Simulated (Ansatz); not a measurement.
A structure relaxed at PBE0-D4/def2-TZVP, charge 0, multiplicity 1:

Cartesian coordinates in Å:
```
C -0.158 2.059 0.730
B -0.431 0.644 0.177
B -1.130 -0.554 -0.506
Al -0.350 -2.147 -1.476
Si 1.011 -0.942 0.089
H 0.308 2.034 1.719
H -1.054 2.681 0.772
H 0.565 2.557 0.072
H -1.755 -1.358 0.168
H -0.615 -3.423 -2.362
H 1.610 -1.301 1.405
H 1.998 -0.250 -0.788
```

**Question.** Give its formula and SMILES.

**Answer.** CH7AlB2Si, `CB1[BH][AlH][SiH2]1`.

**Question.** Summarise the bond lengths by kind.

**Answer.** 1 × B–C 1.544 Å; 3 × C–H 1.093 to 1.097 Å; 1 × B–B 1.545 Å; 1 × B–Si 2.145 Å; 1 × Al–B 2.022 Å; 1 × B–H 1.221 Å; 1 × Al–Si 2.399 Å; 1 × Al–H 1.576 Å; 2 × H–Si 1.490 to 1.491 Å.

Results of the Gaussian-basis code of Ansatz.
